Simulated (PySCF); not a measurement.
UHF on Pr+ (praseodymium, charge +1)

Configuration: [Xe] 4f2 5d1 6s1, one real determinant (an excited configuration). All numbers are calculated (PySCF 2.14, scalar relativity by spin-free X2C-1e, in ANO-RCC-VTZP).

| Property | Result |
| --- | --- |
| Total energy | -9232.496771 hartree |
| One-electron energy | -12580.0688 hartree |
| Hartree (Coulomb) energy | 3562.6104 hartree |
| Exchange energy | -215.0384 hartree |
| ⟨S²⟩ | 6.0046 |
| ⟨L²⟩ | 30.060 |
| Sum of ⟨r⟩ | 39.92 bohr |
| Sum of ⟨r²⟩ | 66.03 bohr² |
| Traceless quadrupole moment −½Σ⟨3z² − r²⟩ along its main axis | -1.95 e·bohr² |
| Langevin diamagnetic susceptibility | -52.3 ×10⁻⁶ cm³/mol |

| shell | electrons | mean orbital energy (hartree) | spread (hartree) | rms radius, mean of both spins (bohr) |
| --- | --- | --- | --- | --- |
| 1s α | 1 | -1550.72884 | 0 | 0.0275 |
| 1s β | 1 | -1550.72767 | 0 | 0.0275 |
| 2s α | 1 | -253.99229 | 0 | 0.111 |
| 2s β | 1 | -253.98788 | 0 | 0.111 |
| 2p α | 3 | -227.33748 | 0.00207 | 0.0998 |
| 2p β | 3 | -227.33410 | 0.00017 | 0.0998 |
| 3s α | 1 | -56.95922 | 0 | 0.290 |
| 3s β | 1 | -56.92239 | 0 | 0.290 |
| 3p α | 3 | -48.29625 | 0.00265 | 0.290 |
| 3p β | 3 | -48.25603 | 0.00676 | 0.290 |
| 3d α | 5 | -35.99789 | 0.03002 | 0.268 |
| 3d β | 5 | -35.95281 | 0.01506 | 0.268 |
| 4s α | 1 | -12.51490 | 0 | 0.659 |
| 4s β | 1 | -12.40364 | 0 | 0.659 |
| 4p α | 3 | -9.57211 | 0.00102 | 0.700 |
| 4p β | 3 | -9.44998 | 0.01220 | 0.700 |
| 4d α | 5 | -5.22237 | 0.11374 | 0.779 |
| 4d β | 5 | -5.06065 | 0.04890 | 0.779 |
| 5s α | 1 | -2.19145 | 0 | 1.59 |
| 5s β | 1 | -2.11271 | 0 | 1.59 |
| 5p α | 3 | -1.36356 | 0.02520 | 1.84 |
| 5p β | 3 | -1.28346 | 0.02101 | 1.84 |
| 4f α | 2 | -0.83650 | 0.00927 | 1.13 |
| 5d α | 1 | -0.47123 | 0 | 2.86 |
| 6s α | 1 | -0.39199 | 0 | 4.32 |

⟨L²⟩ = 30.06 against 56 for a pure K term, so this real determinant mixes terms. Spin-orbit coupling, absent here, splits the open shell strongly.

Densities and radii are taken from the X2C orbitals without a picture-change correction, which distorts them close to the nucleus.

Spin-orbit constants ζ (cm⁻¹) from the X2C one-electron operator on these orbitals: bare nucleus, nucleus screened by l(l+1)(2l+1)/3 electrons, and screened by the Breit-Pauli mean field of the electrons.

| shell | bare | screened nucleus | mean field |
| --- | --- | --- | --- |
| 2p | 2537000 | 2451000 | n/a |
| 3p | 508900 | 491700 | n/a |
| 3d | 78640 | 65310 | n/a |
| 4p | 107000 | 103400 | n/a |
| 4d | 13680 | 11360 | n/a |
| 4f | 1713 | 899.8 | n/a |
| 5p | 14370 | 13890 | n/a |
| 5d | 907.4 | 753.6 | n/a |

To first order the Landé constant is A = 214.5 cm⁻¹, so the lowest level has J = 5 and lies 0.426 eV below the centre of the term. This holds in LS coupling only.
